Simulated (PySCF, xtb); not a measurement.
1,3-dithiane (C4H8S2), SMILES C1CSCSC1.

GFN2-xTB (xtb) at its own geometry gives an orbital gap of 3.78 eV and a dipole moment of 3.23 D.

Geometry: PBE-D3(BJ)/def2-SVP. One conformer was computed; it need not be the lowest.

### Question
What does PBE0/def2-TZVP in PySCF give? (Estimate from the structure and the level; the computed values follow.)

### Answer
gap 6.56 eV (levels -6.27 and 0.29 eV), dipole 2.18 D.
